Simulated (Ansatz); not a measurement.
Geometry optimisation, RKS PBE/STO-3G in Ansatz 0.2.0.

Input file:

```yaml
crystal:
  periodic: [false, false, false]
  atoms:
    - { symbol: B, position_ang: [-1.5737, -0.7537, 0.9373] }
    - { symbol: Si, position_ang: [-0.048, -0.4584, -0.1764] }
    - { symbol: O, position_ang: [1.0627, -1.7207, 0.1202] }
    - { symbol: C, position_ang: [0.8562, -2.8119, -0.6861] }
    - { symbol: Si, position_ang: [0.8905, 1.4986, 0.3194] }
    - { symbol: C, position_ang: [-0.3421, 2.8893, 0.0229] }
    - { symbol: H, position_ang: [-1.907, 0.1194, 1.7139] }
    - { symbol: H, position_ang: [-2.2312, -1.6723, 0.8032] }
    - { symbol: H, position_ang: [-0.4302, -0.4161, -1.5525] }
    - { symbol: H, position_ang: [0.69589, -3.72237, -0.1273] }
    - { symbol: H, position_ang: [0.0941, -2.6504, -1.41935] }
    - { symbol: H, position_ang: [1.82767, -2.95133, -1.32102] }
    - { symbol: H, position_ang: [1.2239, 1.534, 1.7403] }
    - { symbol: H, position_ang: [2.0536, 1.7267, -0.4817] }
    - { symbol: H, position_ang: [-0.64, 2.8503, -1.0407] }
    - { symbol: H, position_ang: [0.1272, 3.8847, 0.2916] }
    - { symbol: H, position_ang: [-1.227, 2.7444, 0.6576] }
basis:
  gaussian: { orbitals: STO-3G }
hamiltonian:
  xc: pbe
relax:
  f_tol: 0.015
  max_steps: 40
output:
  orbitals: {}
```

Launched with:

```bash
$ ansatz run input.yaml --threads 1 --pin off --max-ram 2048MiB --backend cpu --events-out ev --progress --plain --runs-dir out
```

**Question.** Where does it end, and by what steps?

**Answer.** It converged. Limits of this set-up: minimal basis. After 17 steps the energy has fallen by 0.887 eV; H8 moved furthest, 1.28 Å.

```csv
step,energy less start (eV),largest force component (eV/Å),accepted
0,0.0000,2.906,yes
1,-0.4793,1.685,yes
2,-0.6408,0.683,yes
3,-0.7015,0.353,yes
4,-0.7203,0.492,yes
5,-0.7837,0.242,yes
6,-0.7877,0.420,yes
7,-0.8345,0.112,yes
8,-0.8457,0.441,yes
9,-0.8708,0.167,yes
10,-0.8807,0.183,yes
11,-0.8674,0.746,no
12,-0.8846,0.060,yes
13,-0.8849,0.258,yes
14,-0.8871,0.029,yes
15,-0.8870,0.058,no
16,-0.8874,0.015,yes
17,-0.8875,0.005,yes
```

```xyz
17
Properties=species:S:1:pos:R:3
B -1.474 -0.905 0.994
Si -0.037 -0.429 -0.242
O 1.306 -1.563 -0.308
C 0.804 -2.841 -0.825
Si 0.883 1.562 0.368
C -0.316 2.989 0.077
H -2.452 -0.244 1.047
H -1.394 -1.795 1.765
H -0.605 -0.280 -1.591
H 0.010 -3.309 -0.185
H 0.389 -2.775 -1.866
H 1.666 -3.548 -0.855
H 1.258 1.544 1.776
H 2.098 1.799 -0.402
H -0.608 3.061 -0.984
H 0.145 3.950 0.362
H -1.238 2.872 0.670
```

Whether the end is a true minimum wasn't checked by a vibrational analysis.

Time of the run: 2.3 min on 1 thread of Arm Neoverse N1 (shared host), peak memory 0.16 GiB.
